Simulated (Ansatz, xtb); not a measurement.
# C5H5BN2: which of two isomers lies lower

Structure X: `N#CC1=CB(N)C=C1`, a singlet. Structure Y: `N#CB1C=CC(N)=C1`, a singlet. Both are isolated molecules in the gas phase, relaxed with B3LYP-D3(BJ)/def2-SVP; the shapes shown needn't be the lowest conformers.

X (Å):

```xyz
13

C     1.0806    1.2338    0.2330
C    -0.1219    0.5065    0.4951
C    -1.1364    0.9048    1.3028
C    -1.5808   -1.3393    0.2557
C    -0.3913   -0.8407   -0.1322
B    -2.2115   -0.2665    1.2355
N     2.0640    1.8109    0.0085
N    -3.4302   -0.3183    1.8989
H    -1.1240    1.8518    1.8446
H    -4.0734   -1.0974    1.8136
H    -3.7605    0.4176    2.5130
H    -1.9597   -2.3041   -0.0875
H     0.3314   -1.3020   -0.8104
```

Y (Å):

```xyz
13

C    -2.5194   -2.4675    2.0742
C    -2.2840   -0.2382    0.3948
C    -1.5910   -0.0247   -0.7325
C    -0.8123   -1.2679   -1.1077
C    -1.0052   -2.3034   -0.2069
B    -1.9519   -1.7578    0.8295
N    -2.9554   -2.9903    3.0171
N    -0.0535   -1.2482   -2.2134
H    -2.9238    0.5090    0.8678
H    -1.5519    0.8870   -1.3370
H     0.0053   -0.4227   -2.7953
H     0.4798   -2.0626   -2.4930
H    -0.5282   -3.2779   -0.3086
```

Quicker runs give these differences E(Y) − E(X): GFN2-xTB +0.969 eV; HF/STO-3G +1.130 eV (at GFN2-xTB geometries); r2SCAN-D4/def2-SVP +0.777 eV (at GFN2-xTB geometries).

Question: Estimate E(Y) − E(X) at the level CCSD(T)/def2-SVP + ΔMP2/def2-TZVPP.

Answer: Calculated at CCSD(T)/def2-SVP + ΔMP2/def2-TZVPP: E(Y) − E(X) = +0.909 eV, so structure X lies lower.

Level by level:

```csv
level,geometry,E(Y) − E(X) (eV),departure from the last row (eV),"job, with rough time for the two"
GFN2-xTB,GFN2-xTB,+0.969,+0.060,"optimisation, 0.19 s"
HF/STO-3G,GFN2-xTB,+1.130,+0.220,"single point, 0.44 s"
r2SCAN-D4/def2-SVP,GFN2-xTB,+0.777,−0.133,"single point, 4.9 s"
B3LYP-D3(BJ)/def2-SVP,B3LYP-D3(BJ)/def2-SVP,+0.804,−0.106,"optimisation, 44 s"
HF/def2-SVP,B3LYP-D3(BJ)/def2-SVP,+0.799,−0.110,part of the CCSD(T) run
MP2/def2-SVP,B3LYP-D3(BJ)/def2-SVP,+0.948,+0.038,part of the CCSD(T) run
CCSD(T)/def2-SVP,B3LYP-D3(BJ)/def2-SVP,+0.964,+0.055,single point
CCSD(T)/def2-SVP + ΔMP2/def2-TZVPP,B3LYP-D3(BJ)/def2-SVP,+0.909,,"single point, 92 s"
```

As drawn, Y has 1 C–B, 1 C–N in place of 1 C–C, 1 B–N.

None of the levels shown reverses the order. The largest departure from CCSD(T)/def2-SVP + ΔMP2/def2-TZVPP is that of HF/STO-3G, 0.220 eV. The last row adds to CCSD(T) the change of the MP2 difference between the two basis sets, here −0.055 eV.

With thermal terms from frequencies at re-optimised GFN2-xTB minima (ideal gas, soft modes damped towards free rotors, one conformer each, 298.15 K, 1 atm): on the last row, ΔE + ΔZPE = +0.873, ΔH = +0.886, ΔG = +0.858 eV.

The correlated steps freeze 8 core orbitals. Run with Ansatz 0.2.0, xtb 6.7.1; the last row on 2 threads of Arm Neoverse V2 on a shared host.
